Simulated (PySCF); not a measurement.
CHO$_{2}$ (SMILES O=C=[OH+]), charge +1, singlet, at a GFN2-xTB geometry; PySCF with CCSD(T)/6-31G*.

PySCF was given this input:
```python
from pyscf import gto, scf, cc

mol = gto.M(
    atom='''
O     1.21306943   -0.14410509   -0.06170642
C     0.10887143   -0.00061822   -0.02177577
O    -1.06740096    0.07785148    0.11883730
H    -1.81857638    0.53373819   -0.32639241
''',
    basis='6-31g*',
    charge=1,
    verbose=4,
)

mf = scf.RHF(mol)
mf.kernel()

mycc = cc.CCSD(mf)
mycc.kernel()
et = mycc.ccsd_t()
print('E(CCSD(T)) = %.10f' % (mycc.e_tot + et))
```

**Question.** Write the output that PySCF gives for this input, abridged.

**Answer.** 
```
PySCF version 2.14.0

[INPUT] verbose = 4
[INPUT] num. atoms = 4
[INPUT] num. electrons = 22
[INPUT] charge = 1
[INPUT] spin (= nelec alpha-beta = 2S) = 0
[INPUT] symmetry False subgroup None
[INPUT] Mole.unit = angstrom
[INPUT] Symbol           X                Y                Z      unit          X                Y                Z       unit  Magmom
[INPUT]  1 O      1.213069430000  -0.144105090000  -0.061706420000 AA    2.292368992782  -0.272319153256  -0.116608233927 Bohr   0.0
[INPUT]  2 C      0.108871430000  -0.000618220000  -0.021775770000 AA    0.205737185490  -0.001168266485  -0.041150241452 Bohr   0.0
[INPUT]  3 O     -1.067400960000   0.077851480000   0.118837300000 AA   -2.017095479498   0.147117975592   0.224569950383 Bohr   0.0
[INPUT]  4 H     -1.818576380000   0.533738190000  -0.326392410000 AA   -3.436611294803   1.008619001321  -0.616792264037 Bohr   0.0

nuclear repulsion = 66.151989778022
number of shells = 20
number of NR pGTOs = 85
number of NR cGTOs = 44
basis = 6-31g*
ecp = {}

******** <class 'pyscf.scf.hf.RHF'> ********
method = RHF
initial guess = minao
damping factor = 0
level_shift factor = 0
DIIS = <class 'pyscf.scf.diis.CDIIS'>
diis_start_cycle = 1
diis_space = 8
diis_damp = 0
SCF conv_tol = 1e-09
SCF conv_tol_grad = None
SCF max_cycles = 50
direct_scf = True
direct_scf_tol = 1e-13
Set gradient conv threshold to 3.16228e-05
Initial guess from minao.
init E= -189.025099290264
  HOMO = -0.501875286883  LUMO = 0.076581518339403  gap/eV = 15.74061
cycle= 1 E= -187.698326778242  delta_E= 1.33  |g|= 0.776  |ddm|= 2.16
  HOMO = -0.878409121376189  LUMO = -0.200267009520658  gap/eV = 18.45319
cycle= 2 E= -187.781850960862  delta_E= -0.0835  |g|= 0.559  |ddm|= 0.812
  HOMO = -0.892957212958089  LUMO = -0.146036010325288  gap/eV = 20.32476
cycle= 3 E= -187.836961287743  delta_E= -0.0551  |g|= 0.0869  |ddm|= 0.339
  HOMO = -0.870133354051563  LUMO = -0.127478982536105  gap/eV = 20.20865
cycle= 4 E= -187.838626550938  delta_E= -0.00167  |g|= 0.0228  |ddm|= 0.0643
  HOMO = -0.871779604650434  LUMO = -0.126145046111871  gap/eV = 20.28975
cycle= 5 E= -187.838772095315  delta_E= -0.000146  |g|= 0.00809  |ddm|= 0.0237
  HOMO = -0.873156199824298  LUMO = -0.12673428734967  gap/eV = 20.31117
cycle= 6 E= -187.838792581299  delta_E= -2.05e-05  |g|= 0.00297  |ddm|= 0.00786
  HOMO = -0.872913941528936  LUMO = -0.126578901567343  gap/eV = 20.30881
cycle= 7 E= -187.838797349469  delta_E= -4.77e-06  |g|= 0.000762  |ddm|= 0.00505
  HOMO = -0.873031951875112  LUMO = -0.126556871133568  gap/eV = 20.31262
cycle= 8 E= -187.838797765391  delta_E= -4.16e-07  |g|= 0.000266  |ddm|= 0.0013
  HOMO = -0.873058532474786  LUMO = -0.126536167690716  gap/eV = 20.31391
cycle= 9 E= -187.838797851029  delta_E= -8.56e-08  |g|= 0.000103  |ddm|= 0.000613
  HOMO = -0.873075938160276  LUMO = -0.12653772595405  gap/eV = 20.31434
cycle= 10 E= -187.838797863592  delta_E= -1.26e-08  |g|= 2.22e-05  |ddm|= 0.000284
  HOMO = -0.873078917139817  LUMO = -0.126538634603153  gap/eV = 20.31440
cycle= 11 E= -187.83879786398  delta_E= -3.88e-10  |g|= 3.12e-06  |ddm|= 5.44e-05
  HOMO = -0.873078793375212  LUMO = -0.126538438860049  gap/eV = 20.31440
Extra cycle  E= -187.838797863985  delta_E= -4.6e-12  |g|= 1.47e-06  |ddm|= 4.33e-06
converged SCF energy = -187.838797863985

******** <class 'pyscf.cc.ccsd.CCSD'> ********
CC2 = 0
CCSD nocc = 11, nmo = 44
max_cycle = 50
direct = 0
conv_tol = 1e-07
conv_tol_normt = 1e-05
diis_space = 6
diis_start_cycle = 0
diis_start_energy_diff = 1e+09
Init t2, MP2 energy = -188.303675888356  E_corr(MP2) -0.464878024370583
Init E_corr(CCSD) = -0.464878024371417
cycle = 1  E_corr(CCSD) = -0.448419486503501  dE = 0.0164585379  norm(t1,t2) = 0.0709268
cycle = 2  E_corr(CCSD) = -0.465891703085892  dE = -0.0174722166  norm(t1,t2) = 0.0247363
cycle = 3  E_corr(CCSD) = -0.464375862084112  dE = 0.001515841  norm(t1,t2) = 0.0128819
cycle = 4  E_corr(CCSD) = -0.466441870626339  dE = -0.00206600854  norm(t1,t2) = 0.00441609
cycle = 5  E_corr(CCSD) = -0.466508254330948  dE = -6.63837046e-05  norm(t1,t2) = 0.000575619
cycle = 6  E_corr(CCSD) = -0.466459438546249  dE = 4.88157847e-05  norm(t1,t2) = 0.000223471
cycle = 7  E_corr(CCSD) = -0.466449516324798  dE = 9.92222145e-06  norm(t1,t2) = 4.92592e-05
cycle = 8  E_corr(CCSD) = -0.466453588656666  dE = -4.07233187e-06  norm(t1,t2) = 2.13598e-05
cycle = 9  E_corr(CCSD) = -0.466453451264403  dE = 1.37392263e-07  norm(t1,t2) = 8.7802e-06
cycle = 10  E_corr(CCSD) = -0.46645310213855  dE = 3.49125853e-07  norm(t1,t2) = 2.73976e-06
cycle = 11  E_corr(CCSD) = -0.466453104911595  dE = -2.77304518e-09  norm(t1,t2) = 1.14205e-06
CCSD converged
E(CCSD) = -188.3052509688966  E_corr = -0.4664531049115953
CCSD(T) correction = -0.0157812799283146
E(CCSD(T)) = -188.3210322488
```
